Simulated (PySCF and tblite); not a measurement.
The numbers below are computed, except where a source is named.
Stationary points of C₃H₅BCl₂S₂ at GFN2-xTB, in Å:

Structure A

```
 1 C    -2.934    0.576   -0.266
 2 S    -2.273   -0.639    0.922
 3 S    -0.783   -1.506   -0.172
 4 C     0.591   -0.509    0.220
 5 C     1.815   -0.693   -0.299
 6 B     3.025    0.186    0.050
 7 Cl    2.869    1.519    1.140
 8 Cl    4.570   -0.131   -0.643
 9 H    -3.286    0.060   -1.153
10 H    -3.761    1.066    0.237
11 H    -2.165    1.300   -0.516
12 H     0.385    0.279    0.929
13 H     1.941   -1.509   -1.000
```

Structure B

```
 1 C    -3.494    0.303   -0.216
 2 S    -1.940    0.629    0.659
 3 S    -0.641   -0.315   -0.666
 4 C     0.868   -0.035    0.122
 5 C     2.048   -0.466   -0.361
 6 B     3.388   -0.218    0.337
 7 Cl    3.470    0.655    1.829
 8 Cl    4.857   -0.806   -0.351
 9 H    -3.652   -0.769   -0.293
10 H    -4.274    0.755    0.387
11 H    -3.463    0.763   -1.199
12 H     0.800    0.521    1.046
13 H     2.033   -1.016   -1.294
```

Level: revPBE/pcSseg-1 + D3(BJ) on GFN2-xTB stationary points, with GFN2-xTB thermal terms.

**Question.** Which structure is a saddle point, and along which motion?

**Answer.** B: one imaginary mode (44i cm⁻¹ at GFN2-xTB, mostly on C1, S2, H11), along the rotation about the S2–S3 bond (torsion C1–S2–S3–C4 from 91° to 269°, rising).

**Question.** Give their symmetry and energies above the lowest.

**Answer.** A C1, 0.0 kcal/mol; B Cs, 6.2 kcal/mol.
